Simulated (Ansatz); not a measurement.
Ansatz (an electronic-structure program) input:

Ansatz 0.2 input:
```yaml
crystal:
  periodic: [false, false, false]
  atoms:
    - {symbol: Sb, position_ang: [0.14925089, -0.58985287, 0.71379254]}
    - {symbol: Br, position_ang: [1.76580542, 0.89714789, -0.52576696]}
    - {symbol: Br, position_ang: [-1.98328528, -0.03764800, -0.51433074]}
basis:
  gaussian:
    orbitals: def2-TZVP
hamiltonian:
  xc: b3lyp
  dispersion: d3bj
magnetization: {spin_polarized: true, initial_magnetization: 1}
phonons: {temperatures: {t_min: 298.15, t_max: 298.15, t_step: 100}}
```

Problem. Predict the final energy.

Solution. -5388.78991 Eh (B3LYP-D3(BJ)/def2-TZVP). The basis has 146 functions.

It need not be the lowest isomer of its formula.
